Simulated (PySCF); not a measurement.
## 33S chemical shifts

How the numbers were obtained: geometry from GFN2-xTB, NMR shieldings at PBE0/pcSseg-1/GIAO, in PySCF (relativity neglected, a single conformation, no solvent, rapidly exchanging positions averaged).

Shieldings were converted by a linear fit to measured shifts: 33S: δ = 158.28 − 0.937σ (rms 33.3 ppm, 20 shifts vs sulfate, solution or neat liquid). Occasional misses reach two or three times the rms, and more in compound classes unlike the fitted ones.

**Question.** Give the 33S shifts of `CCCCS[Si](C)(Cl)Cl`, `O=CO[C@@H]1CCC(=S)C1`, `SC1(n2cccc2)CC1`.

**Answer.** 
| compound | environment | δ (ppm) |
| --- | --- | --- |
| CCCCS[Si](C)(Cl)Cl | sulfur bonded to C, Si | -336 |
| O=CO[C@@H]1CCC(=S)C1 | thione sulfur | 572 |
| SC1(n2cccc2)CC1 | thiol sulfur | -265 |

**Question.** Order these by 33S shift, lowest first.
A. C[C@@]1(OC=O)CCC1=S
B. SCCc1ccncc1
C. NCc1ccc(S)cc1
D. CS(=O)(=O)C1=CCC=C1
E. C[C@@]1(C(=O)O)CCC1=S
F. C#C[C@H]1CCS(=O)(=O)C1

**Answer.** B (-408 ppm, thiol sulfur), C (-316 ppm, thiol sulfur), D (-48 ppm, sulfone sulfur), F (9 ppm, sulfone sulfur), E (594 ppm, thione sulfur), A (655 ppm, thione sulfur).
